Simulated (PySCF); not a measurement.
# YbOCl at several levels of theory

Computed with PySCF 2.14.0 (density fitting, no spin-orbit coupling) at the geometry relaxed with PBE0:

```xyz
3
YbOCl (singlet in the valence; each metal's 4f electrons, 13 of them, lie in its core potential, out of spins and levels)
Yb    0.2200    0.0000   -0.3618
O     1.7182    0.0000    0.6153
Cl   -1.9132    0.0000    0.8756
```

| level | basis | state | HOMO (eV) | gap (eV) | charge on Yb1 (e) | population of f-type functions on Yb1 (polarisation alone where 4f lies in the core) | dipole about the centre of mass (D) | largest force component (eV/Å) |
| --- | --- | --- | --- | --- | --- | --- | --- | --- |
| PBE0 | Yb lcecp-1-SVP with ECP59, O def2-SVP, Cl def2-SVP | singlet | -7.02 | 4.22 | 0.80 | 0.06 | 7.36 | 0.01 |
| r2SCAN | the same | singlet | -5.83 | 2.85 | 0.80 | 0.05 | 7.24 | 0.41 |
| HF | the same | singlet | -10.48 | 9.56 | 1.14 | 0.07 | 8.65 | 0.61 |

In the lcecp rows the 4f levels are missing from HOMO and gap, and the state counts the valence alone.

Charges are Mulliken's, which hang on the basis. The relaxation used the grid (50, 194), these runs (75, 302) or, all-electron (x2c bases, spin-free X2C Hamiltonian), (99, 590).

What does PBE0 with Yb lcecp-1-TZVP with ECP59, O def2-TZVP, Cl def2-TZVP give here?

state singlet, HOMO (eV) -7.00, gap (eV) 4.21, charge on Yb1 (e) 1.23, population of f-type functions on Yb1 (polarisation alone where 4f lies in the core) 0.05, dipole about the centre of mass (D) 7.59, largest force component (eV/Å) 0.14. Time: 5.4 s on 2 threads of Arm Neoverse V1 (shared host), from free ions and atoms.

In the first row's basis the gap widens with exact exchange: 2.9 eV for r2SCAN (none); 4.2 eV for PBE0 (a fixed share); 9.6 eV for Hartree–Fock (rising or full at long range).

An lcecp potential fixes the number of 4f electrons, so in runs with it no electron can move into or out of that shell.
